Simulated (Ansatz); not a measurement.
Au(Me)2(acac) (C₇H₁₃AuO₂), SMILES CC1=CC(C)=[O]->[Au]([CH3])([CH3])[O]1, multiplicity 1. Atoms are numbered in the order given.

```xyz
23

Au     0.6832     0.4303     0.0570
C      1.1603     2.4150     0.1228
H      1.7709     2.6899    -0.7483
H      1.7105     2.6448     1.0457
H      0.1990     2.9476     0.1038
C      2.6798     0.0044     0.1127
H      3.1287     0.3981     1.0351
H      3.1873     0.4401    -0.7591
H      2.7456    -1.0925     0.0891
C     -1.0599    -3.6279    -0.1030
C     -0.9927    -2.1180    -0.0634
C     -2.1952    -1.3836    -0.0856
C     -2.3392     0.0180    -0.0551
C     -3.7305     0.6087    -0.0872
O     -1.4052     0.8798    -0.0016
O      0.1879    -1.6473    -0.0117
H     -2.0876    -4.0103    -0.1498
H     -0.4937    -3.9888    -0.9764
H     -0.5584    -4.0322     0.7907
H     -3.1160    -1.9639    -0.1313
H     -4.5190    -0.1535    -0.1334
H     -3.8755     1.2327     0.8090
H     -3.8155     1.2779    -0.9582
```
Charge 0, spin multiplicity 1.

Coordinates come from a B3LYP-D3(BJ)/def2-SVP optimisation. The spin state was assumed, not searched. The isomer is the one that the SMILES or the coordinates give; other isomers of the formula were not compared. The def2 effective core potentials stand for the cores of Au; spin–orbit coupling is left out. Other conformers were not sampled.

Two levels are set side by side: PBE-D3(BJ)/def2-SVP (Ansatz, a quantum-chemistry and plane-wave program) and B3LYP-D3(BJ)/def2-SVP (Ansatz). Each level has its own optimised geometry; the coordinates shown are those of the second. Differences are taken from unrounded values.

| quantity | B3LYP-D3(BJ) | PBE-D3(BJ) | PBE-D3(BJ) minus B3LYP-D3(BJ) |
|---|---|---|---|
| mean bond length (Å) | 1.349 | 1.355 | 0.006 |
| bond Au1–C2 (Å) | 2.042 | 2.041 | -0.001 |
| bond Au1–C6 (Å) | 2.042 | 2.041 | -0.001 |
| bond Au1–O15 (Å) | 2.137 | 2.139 | 0.002 |
| bond Au1–O16 (Å) | 2.137 | 2.139 | 0.002 |
| bond C10–C11 (Å) | 1.512 | 1.514 | 0.002 |
| bond C11–C12 (Å) | 1.409 | 1.415 | 0.006 |
| bond C11–O16 (Å) | 1.272 | 1.283 | 0.011 |
| bond C12–C13 (Å) | 1.409 | 1.415 | 0.006 |
| bond C13–C14 (Å) | 1.512 | 1.514 | 0.002 |
| bond C13–O15 (Å) | 1.272 | 1.283 | 0.011 |
| bond C2–H3 (Å) | 1.099 | 1.107 | 0.008 |
| bond C2–H4 (Å) | 1.099 | 1.107 | 0.008 |
| bond C2–H5 (Å) | 1.099 | 1.107 | 0.008 |
| bond C6–H7 (Å) | 1.099 | 1.107 | 0.008 |
| bond C6–H8 (Å) | 1.099 | 1.107 | 0.008 |
| bond C6–H9 (Å) | 1.099 | 1.107 | 0.008 |

Exact exchange shortens and stiffens bonds; PBE has none. Differences between two approximate levels are no errors against the true value.
